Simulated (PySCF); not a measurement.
**C₆ coefficients of unlike pairs at B97-3**

Calculated with PySCF 2.14 from the dipole response of each species, C₆(A,B) = (3/π) ∫ α_A(iu) α_B(iu) du, in atomic units, from isotropic polarisabilities. For ions this is the dispersion term alone; charge-induced terms of lower order in 1/R come first.

```csv
species,configuration,basis,relativity,α (bohr³),C₆ (like pair)
S⁺,[Ne] 3s2 3p3 (4S),dyall-av3z (19s12p3d2f),spin-free X2C,10.75,52.82
Sb³⁺,[Kr] 4d10 5s2 (1S),def2-QZVPPD with the def2 core potential (28 electrons) (8s6p5d4f1g),core potential,10.36,49.10
Ga,[Ar] 3d10 4s2 4p1 (2P),aug-cc-pVDZ-PP with ECP10MDF (5s4p3d),core potential,59.93,508.5
Ne³⁺,[He] 2s2 2p3 (4S),def2-QZVPPD (8s5p4d2f1g),none,0.6748,0.5936
```

Estimate C₆ for Ne³⁺ with Ga.

The integral gives 10.92. The combination rule 2 C_A C_B / (C_A α_B/α_A + C_B α_A/α_B) gives 10.33 and the geometric mean 17.37.

No spin-orbit coupling is included.

The other pairs:

```
      pair     C₆
  Sb³⁺, S⁺  50.38
  Ga, Sb³⁺  136.3
  Ne³⁺, S⁺  4.815
Ne³⁺, Sb³⁺  4.949
    Ga, S⁺  144.4
```
